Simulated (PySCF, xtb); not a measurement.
SiH3I, SMILES [SiH3]I.

Geometry: B3LYP-D3(BJ)/def2-TZVP. The def2 effective core potentials stand for the cores of I; spin–orbit coupling is left out.

The numbers are results of C-PCM-B3LYP/def2-SVP in PySCF, not measurements.

The values are the electrostatic part of the solvation free energy, E(continuum) − E(gas) at the gas-phase geometry, in a cavity of scaled van der Waals radii (PySCF's table); cavitation and dispersion terms are not included. In vacuum the orbital gap is 6.46 eV. The dipole moment in vacuum is 1.32 D.

Problem. Estimate the values in water (ε = 78.36), diethylether (ε = 4.24), benzene (ε = 2.27). (Estimate from the structure and the level; the computed values follow.)

Solution. 
```
solvent           ε  ΔG(elec) (kcal/mol)  dipole (D)  gap (eV)
------------  -----  -------------------  ----------  --------
water         78.36                 -1.1        1.77      6.66
diethylether   4.24                 -0.8        1.65      6.61
benzene        2.27                 -0.6        1.55      6.56
```

For comparison, GFN2-xTB/ALPB(water) (xtb, at the GFN2-xTB geometry, all terms of that model) gives -1.1 kcal/mol.
